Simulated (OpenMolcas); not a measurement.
5d5 along the 73-electron sequence

| Item | Value |
| --- | --- |
| Program | OpenMolcas 26.06 |
| Method | RASSCF |
| Basis | ANO-RCC-VQZP |
| Scalar Hamiltonian | DKH2, point nucleus |
| Spin-orbit coupling | state interaction with AMFI integrals over the reference wave functions, term energies averaged over their components |

Active space for each ion: 11 electrons in 8 orbitals (RAS1 5p, at most 2 holes; RAS2 5d).

Computed levels in cm-1 above 6S 5/2:

| Level | Re2+ | Os3+ | Ir4+ | Pt5+ | Au6+ |
| --- | --- | --- | --- | --- | --- |
| 4G 7/2 | 22810 | 25225 | 27499 | 29512 | 31400 |
| 4G 11/2 | 23538 | 26273 | 28902 | 31302 | 33604 |
| 4G 9/2 | 24056 | 27017 | 29902 | 32611 | 35277 |
| 4P 1/2 | 24954 | 27848 | 30699 | 33393 | 36081 |
| 4D 7/2 | 28243 | 31819 | 35407 | 38928 | 42531 |
| 4D 1/2 | 30691 | 34993 | 39365 | 43768 | 48424 |
| 2I 11/2 | 33504 | 37617 | 41709 | 45687 | 49804 |
| 2I 13/2 | 36016 | 40862 | 45684 | 50406 | 55269 |
| 2H 9/2 | 40770 | 46044 | 51282 | 56395 | 61634 |
| weight of 6S in the lowest level (%) | 92 | 90 | 87 | 84 | 79 |

Mixed levels, with the weight of the term that names them: Re2+ 2H 9/2 (58 %), Os3+ 4G 7/2 (71 %), Os3+ 4P 1/2 (74 %), Os3+ 4D 7/2 (73 %), Os3+ 2I 11/2 (74 %), Os3+ 2H 9/2 (57 %), Ir4+ 4G 7/2 (66 %), Ir4+ 4P 1/2 (72 %), Ir4+ 4D 7/2 (69 %), Ir4+ 2I 11/2 (72 %), Ir4+ 2H 9/2 (56 %), Pt5+ 4G 7/2 (62 %), Pt5+ 4P 1/2 (70 %), Pt5+ 4D 7/2 (64 %), Pt5+ 2I 11/2 (70 %), Pt5+ 2H 9/2 (55 %), Au6+ 4G 7/2 (57 %), Au6+ 4G 11/2 (73 %), Au6+ 4P 1/2 (68 %), Au6+ 4D 7/2 (57 %), Au6+ 4D 1/2 (75 %), Au6+ 2I 11/2 (68 %), Au6+ 2H 9/2 (54 %).

Measured, with the error of the calculation in %. Measured levels: Re2+ from the list in Brasseur, Gamrath and Quinet, At. Data Nucl. Data Tables 157, 101636 (2024).

```
  Level           Re2+
 4G 7/2  16890 (+35.0)
4G 11/2  18020 (+30.6)
 4G 9/2  18346 (+31.1)
 4D 7/2  20453 (+38.1)
2I 11/2  26170 (+28.0)
2I 13/2  28588 (+26.0)
```

4G 7/2 changes by a factor of 1.38 over the same range, with steps per unit of Z of +2420, +2270, +2010, +1890 cm-1.

Without dynamic correlation excited terms often stand tens of per cent too high (terms of higher spin than the ground term too low), and those without a measured partner can miss by more than the paired ones. Active for correlation alone: 5p; no level in the range computed is led by a configuration that opens it, so any true level of that kind is missing. Some levels mix across a computed gap that differs much from the measured one, so their mixing is not that of the real levels (holds for Re2+). Computed and measured levels are paired by configuration, term and J; levels that our copy of the source lacks, or whose pairing is in doubt (as where it misses far off the trend of its configuration), stay unpaired and out of the deviations. Only configurations of the active space appear.
